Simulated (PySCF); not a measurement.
Dissociation curve of SMILES [AlH3]. The Al1–H4 bond (Al1 also carries H, H; H4 carries nothing else) is stretched with both fragments frozen at the PBE0/def2-TZVP optimised geometry.

Computed with: UHF/cc-pVDZ (PySCF); RHF/cc-pVDZ (PySCF); UKS-B3LYP = unrestricted B3LYP/cc-pVDZ in PySCF 2.14.0; RKS-B3LYP = restricted B3LYP/cc-pVDZ run with PySCF; UKS-M06-2X = unrestricted M06-2X/cc-pVDZ (PySCF); RKS-M06-2X = restricted M06-2X/cc-pVDZ in PySCF; UKS-CAM-B3LYP = unrestricted CAM-B3LYP/cc-pVDZ in PySCF; RKS-CAM-B3LYP = restricted CAM-B3LYP/cc-pVDZ (PySCF 2.14.0).

Scanned distances (Å): 1.27, 1.35, 1.43, 1.49, 1.52, 1.59, 1.65, 1.70, 1.74, 1.83, 1.99, 2.15, 2.39, 2.60, 2.88, 3.20, 3.49, 3.86, 4.27, 4.80, 5.55.

Problem. Where does the unrestricted solution first break spin symmetry (<S²> of 0.01 or more)?

Solution. UHF: between 2.15 and 2.39 Å; UKS-B3LYP: between 2.60 and 2.88 Å; UKS-M06-2X: between 2.60 and 2.88 Å; UKS-CAM-B3LYP: between 2.60 and 2.88 Å.

```csv
R / Å,<S²> UHF,E(RHF) − E(UHF) / kcal/mol,<S²> UKS-B3LYP,E(RKS-B3LYP) − E(UKS-B3LYP) / kcal/mol,<S²> UKS-M06-2X,E(RKS-M06-2X) − E(UKS-M06-2X) / kcal/mol,<S²> UKS-CAM-B3LYP,E(RKS-CAM-B3LYP) − E(UKS-CAM-B3LYP) / kcal/mol
1.27,0.00,0.0,0.00,0.0,0.00,0.0,0.00,0.0
1.35,0.00,0.0,0.00,0.0,0.00,0.0,0.00,0.0
1.43,0.00,0.0,0.00,0.0,0.00,0.0,0.00,0.0
1.49,0.00,0.0,0.00,0.0,0.00,0.0,0.00,0.0
1.52,0.00,0.0,0.00,0.0,0.00,0.0,0.00,0.0
1.59,0.00,0.0,0.00,0.0,0.00,0.0,0.00,0.0
1.65,0.00,0.0,0.00,0.0,0.00,0.0,0.00,0.0
1.70,0.00,0.0,0.00,0.0,0.00,0.0,0.00,0.0
1.74,0.00,0.0,0.00,0.0,0.00,0.0,0.00,0.0
1.83,0.00,0.0,0.00,0.0,0.00,0.0,0.00,0.0
1.99,0.00,0.0,0.00,0.0,0.00,0.0,0.00,0.0
2.15,0.00,0.0,0.00,0.0,0.00,0.0,0.00,0.0
2.39,0.18,0.5,0.00,0.0,0.00,0.0,0.00,0.0
2.60,0.50,5.6,0.00,0.0,0.00,0.0,0.00,0.0
2.88,0.74,16.6,0.24,0.8,0.40,2.1,0.39,2.4
3.20,0.88,30.9,0.58,5.2,0.74,9.8,0.68,9.4
3.49,0.94,43.4,0.77,10.7,0.86,17.8,0.83,17.1
3.86,0.98,57.7,0.89,17.5,0.95,27.4,0.93,26.6
4.27,0.99,70.9,0.96,24.0,0.00,—,0.98,35.9
4.80,1.00,84.3,0.99,30.3,1.00,—,1.00,45.2
5.55,1.00,97.1,1.00,35.7,1.00,—,1.00,54.0
```

Dashes: no converged value, or the column stops at the first point that the program doubted or that broke a chosen test of continuity, which isn't proof of a fault.
